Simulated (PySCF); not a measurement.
No relativistic terms, one computed conformer, no solvent, one averaged value for each set of equivalent atoms. NMR shieldings at PBE0/pcSseg-1/GIAO; coordinates at the PBE0-D3(BJ)/def2-SVP level; PySCF 2.14.0 with density-fitted response routines.

Scale: TMS for 1H and 13C (reference shieldings calculated alike). Carbons bonded to boron are broad in practice. Shifts are as computed. Against solution values, carbons near 30 ppm lie about +2 ppm off and those near 130 ppm about +5 ppm. Of 1313 compounds with measured shifts, 239 miss one by over three times the rms of a fit or turn the order of signals round; such compounds aren't used in these exercises. OH and NH positions are gas-phase values without hydrogen bonding to other molecules.

Q: Order these molecules by the shift of their most shielded carbon-bound hydrogen, lowest δ first.
A. c1ccc(C2C[SiH2]C2)cc1
B. [BH2-]1[NH2+][BH-](C2CC2)[NH2+]1
C. C=C[B@@H-]1[NH2+][BH2-][N@H+]1C
D. C=C[B@H-]1[NH2+][B@@H-](C)[NH2+]1

A: B (-0.52 ppm, hydrogen on a three-membered-ring carbon), D (-0.02 ppm, hydrogen on a methyl carbon bonded to B), A (1.24 ppm, hydrogen on an sp3 CH2 bonded to Si), C (2.38 ppm, hydrogen on a methyl carbon bonded to N).

Q: Order these molecules by the shift of their most deshielded carbon-bound hydrogen, lowest δ first.
A. c1ccc(C2C[SiH2]C2)cc1
B. ClB(Cl)[C@]12C[C@H]1C2
C. [BH2-]1[NH2+][BH-](C2CC2)[NH2+]1
D. C=C[B@H-]1[NH2+][B@@H-](C)[NH2+]1

A: C (0.40 ppm, hydrogen on a three-membered-ring carbon), B (2.24 ppm, hydrogen on a three-membered-ring carbon), D (6.57 ppm, hydrogen on an alkene CH), A (7.45 ppm, hydrogen on an aromatic CH).

Q: How many 13C and 1H signals does each give (equivalence by symmetry and fast rotation, but not about amide C–N or C=N bonds)? `[BH2-]1[NH2+][BH-](C2CC2)[NH2+]1`, `C=C[B@@H-]1[NH2+][BH2-][N@H+]1C`, `C=C[B@H-]1[NH2+][B@@H-](C)[NH2+]1`, `ClB(Cl)[C@]12C[C@H]1C2`, `c1ccc(C2C[SiH2]C2)cc1`

A: [BH2-]1[NH2+][BH-](C2CC2)[NH2+]1: 2 C, 8 H; C=C[B@@H-]1[NH2+][BH2-][N@H+]1C: 3 C, 10 H; C=C[B@H-]1[NH2+][B@@H-](C)[NH2+]1: 3 C, 8 H; ClB(Cl)[C@]12C[C@H]1C2: 3 C, 3 H; c1ccc(C2C[SiH2]C2)cc1: 6 C, 8 H.
